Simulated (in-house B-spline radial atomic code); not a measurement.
Values are calculated unless marked as measured or tabulated.
# C6 from the polarisability at imaginary frequency: Ne

B3LYP (VWN-RPA) linear response of the closed shell [He] 2s2 2p6, from an all-electron radial atomic-structure program (B-spline basis); non-relativistic, point nucleus, no spin-orbit coupling.

The dispersion coefficient of two like species is C6 = (3/π) ∫ α(iu)² du from 0 to ∞.

```json
{"u (hartree)": "0", "α(iu) (bohr³)": "2.879"}
{"u (hartree)": "0.03", "α(iu) (bohr³)": "2.875"}
{"u (hartree)": "0.07", "α(iu) (bohr³)": "2.861"}
{"u (hartree)": "0.12", "α(iu) (bohr³)": "2.826"}
{"u (hartree)": "0.2", "α(iu) (bohr³)": "2.74"}
{"u (hartree)": "0.3", "α(iu) (bohr³)": "2.594"}
{"u (hartree)": "0.45", "α(iu) (bohr³)": "2.339"}
{"u (hartree)": "0.7", "α(iu) (bohr³)": "1.925"}
{"u (hartree)": "1", "α(iu) (bohr³)": "1.524"}
{"u (hartree)": "1.5", "α(iu) (bohr³)": "1.069"}
{"u (hartree)": "2.5", "α(iu) (bohr³)": "0.6009"}
{"u (hartree)": "5", "α(iu) (bohr³)": "0.2244"}
```

Q: Fit one oscillator, α(iu) = α(0)/(1 + u²/ω²), through u = 1 and estimate C6.

A: From α(0)/α(iu) − 1 = 2.879/1.524 − 1 = 0.8891, ω = u/√0.8891 = 1.0605 hartree (28.9 eV). London's formula gives C6 = (3/4) α(0)² ω = 0.75 × 2.879² × 1.0605 = 6.593 hartree·bohr⁶, and the oscillator holds f = α(0) ω² = 3.24 electrons, of a sum of oscillator strengths of 10.0.

Q: How does that compare with the full integral?

A: The program's quadrature over all excitations gives C6 = 6.886, so the single oscillator is off by -4.3 %. At the last point the fit gives α = 0.124 against 0.224: higher excitations, and deeper shells where there are any, keep the true curve higher at large u.
